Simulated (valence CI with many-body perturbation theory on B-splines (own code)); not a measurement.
The numbers below are computed, except where a source is named.
# Basis-set convergence for Yb⁵⁵⁺

Method: valence CI with perturbative core correlation (CI+MBPT): five valence electrons over a frozen Dirac-Fock core [Ne], a basis of 9 s, 9 p, 8 d, 6 f, 3 g, 1 h functions for each j, with the one-electron correlation potential Σ1 (screened to all orders), the two-electron term Σ2, the three-electron term Σ3, Breit, model QED; selected single and double excitations, second order for the rest, scaled by the run's own slope (own B-spline code, finite nucleus).

The last digits are not significant, and no measured levels were compared; by estimate large intervals hold to a few tenths of a per cent, small ones and those within an open d or f shell to about a per cent. Among the levels kept, up to 1100 cm⁻¹ of a level comes from second order outside the variational space, and about a tenth of that is noise between levels of different J, which matters for small intervals.

The reference run has the lowest level (3s^2 3p1/2^2 3p3/2) J=3/2 and an ionisation energy of 5341.73 eV. Its largest variational space holds 20000 state functions.

Levels are named by their leading jj configuration (3d3/2^4 stands for four electrons in 3d with j = 3/2), which in mixed levels can hold well under half, so a name can repeat and another be missing. Letters in brackets count levels of one name in rising energy.

Changed runs:
A. basis 6 s, 6 p, 5 d, 3 f, 1 g
B. basis 5 s, 5 p, 4 d, 2 f

Excitation energies of the reference run in cm⁻¹, and shifts in cm⁻¹:

```csv
Level,Reference,A,B
(3s^2 3p1/2^2 3d3/2) J=3/2,1723860,+231,+666
(3s^2 3p1/2 3p3/2^2) J=3/2,2092530,-136,-420
(3s^2 3p1/2 3p3/2^2) J=5/2,2182240,+21,+114
(3s^2 3p1/2 3p3/2^2) J=1/2,2297240,+50,+248
(3s^2 3p1/2^2 3d5/2) J=5/2,2323390,+300,+862
(3s 3p1/2^2 3p3/2^2) J=5/2,3381070,-136,-373
(3s 3p1/2^2 3p3/2^2) J=3/2,3608020,-34,-126
(3s 3p1/2^2 3p3/2^2) J=1/2,3617680,-30,-5.1
(3s^2 3p1/2 3p3/2 3d3/2) J=5/2 [a],3798990,+108,+225
(3s^2 3p1/2 3p3/2 3d3/2) J=1/2 [a],3822570,+17,-13
(3s^2 3p1/2 3p3/2 3d3/2) J=3/2 [a],3822910,+68,+152
(3s^2 3p1/2 3p3/2 3d3/2) J=7/2,3891620,+305,+973
Ionisation energy (eV),5341.73,-0.041,-0.15
```
